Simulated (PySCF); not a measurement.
**Computed structure and properties of Hg(SH)2**

System: Hg(SH)2 (singlet); start: template (C2). Method: PySCF 2.14.0, RKS PBE0, Hg def2-SVP with ECP60, S def2-SVP, H def2-SVP; non-relativistic Hamiltonian with scalar-relativistic core potentials where named; density fitting; no spin-orbit coupling.

Input of the relaxation:

```python
mol = gto.M(atom='''
Hg     0.00000     0.00000    -0.22740
S      2.13310    -0.00000     0.72720
H      2.94730    -0.33650    -0.28410
S     -2.13310     0.00000     0.72720
H     -2.94730     0.33650    -0.28410''',
    basis={'Hg': 'def2-SVP', 'S': 'def2-SVP', 'H': 'def2-SVP'},
    ecp={'Hg': 'def2-SVP'},
    charge=0, spin=0)
mf = dft.RKS(mol, xc='PBE0')
mf.grids.atom_grid = (50, 194)
mf = mf.density_fit()  # fitting sets: Hg def2-universal-JKFIT, S def2-universal-JKFIT, H def2-universal-JKFIT
mf.conv_tol = 1e-08; mf.max_cycle = 55
mf.kernel(dm0)  # dm0: converged density of the start geometry
# quasi-Newton relaxation in Cartesian coordinates to a largest gradient under 0.00045 Eh/bohr, steps kept in the point group
```

Run from Python with OMP_NUM_THREADS=2; the lines above give its settings. Where DIIS fails, smearing, a level shift and second-order steps follow.
It took 21 s on 2 threads of Arm Neoverse V2, on a shared host, from the converged density of the start.

Course of the relaxation:

| step | energy above end (eV) | largest force component within the symmetry (eV/Å) |
| --- | --- | --- |
| 0 | 0.7058 | 0.632 |
| 1 | 0.4477 | 0.750 |
| 2 | 0.2609 | 0.832 |
| 3 | 0.1991 | 0.397 |
| 4 | 0.0972 | 0.293 |
| 5 | 0.0316 | 0.369 |
| 6 | 0.0212 | 0.291 |
| 7 | 0.0118 | 0.202 |
| 10 | 0.0027 | 0.088 |
| 11 | 0.0018 | 0.061 |
| 12 | 0.0009 | 0.067 |
| 13 | 0.0004 | 0.036 |
| 14 | 0.0000 | 0.013 |
| 15 | 0.0000 | 0.003 |
(The steps between are left out.)

Relaxed geometry (C2):

```xyz
5

Hg    0.0000    0.0000    0.4904
S     2.3181    0.3470    0.5187
H     2.5731   -0.5778   -0.4345
S    -2.3181   -0.3470    0.5187
H    -2.5731    0.5778   -0.4345
```

```json
{"contact": "Hg1–S2 (SH)", "Å": "2.344"}
{"contact": "Hg1–S4 (SH)", "Å": "2.344"}
```

On the finer grid (75, 302):

The HOMO is -7.28 eV and the LUMO is -1.35 eV. The dipole about the centre of mass is 1.29 D. The set of Mulliken populations of Hg1 outside the core potential is s 3.26, p 6.43, d 9.95, f 0.01. The D3(BJ) dispersion energy (not in the energies) is -0.114 eV.

```
atom  Mulliken (e)  Löwdin (e)  spin (e)
 Hg1          0.36        0.05      0.00
  S2         -0.28       -0.02      0.00
  H3          0.10        0.00      0.00
  S4         -0.28       -0.02      0.00
  H5          0.10        0.00      0.00
```

On the grid (50, 194), as all that follows. Harmonic modes: a minimum; lowest 94 cm⁻¹ (negative: unstable), highest 2708 cm⁻¹, zero-point energy 0.489 eV.

Taking off one SH (charge -1, singlet; the rest: singlet) in vacuum, both parts rigid, costs 9.98 eV; the small basis without counterpoise inflates it. Most of it is the attraction of opposite charges; other ways to part are cheaper, and one spin state was tried for the rest.

Rigid scan of SH along the line from its metal:

distance to S2 (Å), energy (eV) and a bar:
```
     2.04      0.897 #########
     2.14      0.340 ###
     2.24      0.073 #
     2.34      0.000 
     2.44      0.055 #
     2.54      0.193 ##
     2.74      0.601 ######
     3.04      1.314 #############
     3.44      2.179 ######################
     3.94      2.985 ##############################
```

One start shape was tried, so this needn't be the lowest isomer.
